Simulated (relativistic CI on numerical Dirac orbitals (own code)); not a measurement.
# Te³¹⁺: q coefficients and field-shift factors

These numbers are calculated, not measured: Dirac-Coulomb-Breit CI, KLI orbitals optimised for each configuration, derivatives by finite differences, unscaled Slater integrals, QED left out (own radial code, finite nucleus).

CI space (outside the closed core [Ne]): 3s²3p⁶3d³, 3s²3p⁵3d⁴, 3s3p⁶3d⁴, 3p⁶3d⁵, 3s²3p⁶3d²4s, 3s²3p⁶3d²4p, 3s²3p⁶3d²4d, 3s²3p⁵3d³4s. Levels of other configurations are missing.

With x = (α/α₀)² − 1 an excitation energy changes as ω = ω₀ + qx; K = 2q/ω₀ is the relative enhancement. Terms are leading LS components, so labels can repeat. The field-shift factor is F = δν/δ⟨r²⟩ for the transition from the lowest level.

Lowest level 3s²3p⁶3d³ ⁴F3/2.

```
           Level  ω₀ (cm⁻¹)  q (cm⁻¹)     K  F (GHz/fm²)
 3s²3p⁶3d³ ⁴F5/2      68055     91440  2.69        0.783
 3s²3p⁶3d³ ⁴F7/2     107131    110900  2.07        0.978
 3s²3p⁶3d³ ⁴P3/2     115626     74020  1.28        0.583
 3s²3p⁶3d³ ²G9/2     122618     97270  1.59         0.93
 3s²3p⁶3d³ ⁴P1/2     135897     86180  1.27        0.636
 3s²3p⁶3d³ ²G7/2     194411    169200  1.74         1.48
 3s²3p⁶3d³ ⁴P5/2     205079    144300  1.41         1.12
 3s²3p⁶3d³ ²H9/2     205220    183300  1.79         1.72
 3s²3p⁶3d³ ²D3/2     235328    185100  1.57         1.45
 3s²3p⁶3d³ ²P1/2     248524    188200  1.51         1.59
3s²3p⁶3d³ ²H11/2     258534    185400  1.43         1.88
 3s²3p⁶3d³ ²D5/2     280053    192400  1.37         1.38
 3s²3p⁶3d³ ²F5/2     303251    157400  1.04         1.37
```

At this charge energies of transitions that change n are usually good to better than 1 %, and those within a shell (Δn = 0) to a few per cent. Terms inside the open d or f shell come out 10 to 20 % too wide with unscaled integrals.
